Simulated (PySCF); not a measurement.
SnH3, SMILES [SnH3+], charge +1.

Geometry optimised at PBE0-D3(BJ)/def2-TZVPD. The multiplicity is an assumed one; other spin states were not compared. The isomer is the one that the SMILES or the coordinates give; other isomers of the formula were not compared. The def2 effective core potentials stand for the cores of Sn; spin–orbit coupling is left out.

Two levels are set side by side: PBE/def2-TZVPD (PySCF) and r2SCAN/def2-TZVPD (PySCF). Same geometry, gas phase. Differences are taken from unrounded values.

```tsv
quantity	PBE
orbital gap (eV)	4.56
highest occupied level (eV)	-14.87
lowest empty level (eV)	-10.31
mean polarisability (bohr³)	30.4
```

Problem. These are the PBE values. What does r2SCAN give? (An estimate is asked for; the answer gives what the named calculation found.)

Solution. 
```tsv
quantity	r2SCAN	PBE minus r2SCAN
orbital gap (eV)	5.19	-0.63
highest occupied level (eV)	-15.19	0.32
lowest empty level (eV)	-10.00	-0.31
mean polarisability (bohr³)	29.8	0.5
```

Rough cost on one machine, each run with all the roots and properties that it gave: r2SCAN against PBE about 3 times.
